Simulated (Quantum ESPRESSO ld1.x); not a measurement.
Se, 34 electrons, occupied as [Ar] 3d10 4s2 4p4.

Method: non-relativistic Kohn-Sham, LDA (Slater exchange, VWN5 correlation), spin-polarised, spherical densities, point nucleus; open shells are filled with parallel spins first; computed with ld1.x of Quantum ESPRESSO 7.5.

Energy parts (hartree):
| part | energy |
|---|---|
| total | -2398.1349 |
| kinetic | 2395.9627 |
| electron-nucleus | -5738.7814 |
| Hartree | 1028.3316 |
| exchange-correlation | -83.6478 |

Orbitals (lengths in bohr, moments of r in powers of bohr; <r^-3> diverges for s and p1/2; r(max) is where P^2 peaks; r(90%) holds 90 % of the orbital's charge):
orbital  occ.  eigenvalue (hartree)  <r^-3>   r(max)   <1/r>  r(90%)
1s up       1              -451.297       -  0.02975   33.46  0.0802
1s down     1              -451.294       -  0.02975   33.46  0.0802
2s up       1              -57.3086       -   0.1684   7.392   0.309
2s down     1              -57.3062       -   0.1684   7.392   0.309
2p up       3              -51.5116    1148   0.1333   7.376   0.282
2p down     3              -51.5080    1148   0.1333   7.376   0.282
3s up       1              -7.54551       -   0.5124   2.422   0.875
3s down     1              -7.54025       -   0.5124   2.423   0.874
3p up       3              -5.55221   161.8   0.5045   2.310   0.912
3p down     3              -5.54620   161.9   0.5045   2.310   0.911
3d up       5              -2.01115   19.98   0.4505   2.035    1.05
3d down     5              -2.00295   20.05   0.4504   2.039    1.04
4s up       1              -0.64175       -    1.532  0.7271    2.72
4s down     1              -0.59098       -    1.526  0.7275    2.74
4p up       3              -0.26511   10.93    1.805  0.5786    3.53
4p down     1              -0.21785   10.55    1.810  0.5674    3.68

The highest occupied level is 4p down at -5.928 eV. The density falls to 0.001 e/bohr^3 at r = 4.28 bohr. Spin moment in Bohr magnetons: 2. Virial ratio -V/T = 2.00091.
